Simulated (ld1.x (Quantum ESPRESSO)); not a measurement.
N: excitation energies, all-electron against PAW

nitrogen (N), PAW, made with ld1.x (Quantum ESPRESSO) 7.5 (BLYP, scalar-relativistic). Core [He], reference 2s2 2p3. Waves: 2s (bound): rcut 0.55, rcutus 0.75 bohr; 2s channel at -0.8 Ry: rcut 0.55, rcutus 0.75 bohr; 2p (bound): rcut 1.80, rcutus 2.20 bohr; 2p channel at 0.25 Ry: rcut 1.80, rcutus 2.20 bohr. Local part: all-electron potential smoothed inside 0.65 bohr (lloc = -1). Core correction: Bessel-smoothed model core inside 0.40 bohr. Augmentation charge: PSQ, inside the norm-conserving radii.

Energies are relative to the spin-unpolarised reference configuration 2s2 2p3; without spin polarisation the order of configurations can differ from experiment.

```csv
valence configuration,charge,ΔE all-electron (eV),error AE − PS (meV)
2s2 2p2,+1,13.575,-17
2s2 2p1,+2,42.448,-86
2s2 2p0,+3,89.608,-118
2s2 2p2.5,+0.5,5.082,-1.9
2s1 2p0,+4,167.415,-84
```

What are ΔE and the potential's error for 2s0 2p5?

ΔE = 22.842 eV all-electron; the error (AE − PS) is -2.1 meV.

What are ΔE and the potential's error for 2s1 2p4?

ΔE = 11.402 eV all-electron; the error (AE − PS) is -8.3 meV.

Levels in the configuration 2s2 2p2:

```tsv
level	all-electron (eV)	pseudo (eV)
2s	-32.330	-32.336
2p	-20.686	-20.728
```

Note: ghost state, extra bound levels that the all-electron valence spectrum of the same l lacks: s at -13.7 eV. A true bound ghost makes a file unfit for plane-wave use.
